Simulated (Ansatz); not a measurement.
Q: Predict a relaxed structure of TlF₂⁻ (the lowest singlet isomer of a short search), charge -1, singlet, at PBE0-D4/def2-TZVPD (Ansatz).

A: 
```xyz
3

Tl    0.9037    0.2874    0.0798
F    -0.8448    1.3047   -0.8064
F    -0.0589   -1.5921    0.7267
```
Point group C2v (tolerance 0.1 Å). This is one stationary point.

In the def2 sets Tl takes a core potential; there is no spin–orbit coupling. The structure comes from a short search, and lower isomers may exist.
